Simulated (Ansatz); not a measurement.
Reaction (formal loss of a carbene): `CB[NH][GaH2]` → `B[NH][GaH2]` + `[CH2]` (triplet)

Isolated molecules relaxed with PBE0-D4/def2-TZVP in Ansatz; ΔE leaves out vibrations. CCSD(T)/CBS is the MP2 limit (def2-TZVPP, def2-QZVPP) plus CCSD(T) − MP2 in def2-TZVPP, frozen cores. This one scheme is used for every species. Functionals use def2-TZVPP. HSE06 is defined as in plane-wave codes. Triplets are unrestricted, without spin–orbit coupling. For Ga outer-core shells are correlated without core-valence functions, which leaves a few kJ/mol of doubt a bond. Scalar relativity is left out up to krypton. Each species was taken in one conformer, which may not be the lowest.

CCSD(T)/CBS gives +4.96 eV.

Question: Another level gave +5.02 eV. Which?
A. PBE/def2-TZVPP
B. HSE06/def2-TZVPP
C. B97M-V/def2-TZVPP
D. r2SCANh/def2-TZVPP

Answer: C. B97M-V 5.02, HSE06 4.90, PBE 4.98, r2SCANh 4.72 eV.

Largest T1 diagnostic among the species: 0.013.

From r2SCAN to r2SCAN0 (25 % exact exchange), in def2-TZVPP and without D4, ΔE moves by −0.05 eV. At CCSD(T), def2-SVP lies −0.23 eV from the extrapolated value and def2-TZVPP −0.13 eV.

CCSD(T)/CBS has its own doubt, a few kJ/mol and more with outer-core shells, so smaller differences from it don't rank the levels.
